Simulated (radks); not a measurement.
Initial-state core-level shifts of the sulfur ion S+ when its valence configuration changes from [Ne] 3s2 3p3. Calculated with a radial shooting solver on a logarithmic mesh with Libxc functionals: scalar-relativistic Kohn-Sham, SCAN, spin-unpolarised, spherical densities, finite nucleus; meta-GGA in the generalised Kohn-Sham scheme; Fermi nuclear charge, rms radius 3.2611 fm. Shifts are changes of the shell-averaged eigenvalues in eV (positive: less bound); the change of the density at the nucleus, which sets a Mossbauer isomer shift, is in e/bohr^3, on a base of 2952.

| valence | 1s | 2s | 2p | density at nucleus |
|---|---|---|---|---|
| 3p5 | -3.099 | -2.977 | -2.962 | -20.6183 |
| 3s1 3p4 | -1.573 | -1.511 | -1.502 | -10.2287 |
| 3s1.5 3p3.5 | -0.789 | -0.758 | -0.753 | -5.0910 |
| 3s0.5 3p4.5 | -2.341 | -2.247 | -2.236 | -15.3982 |
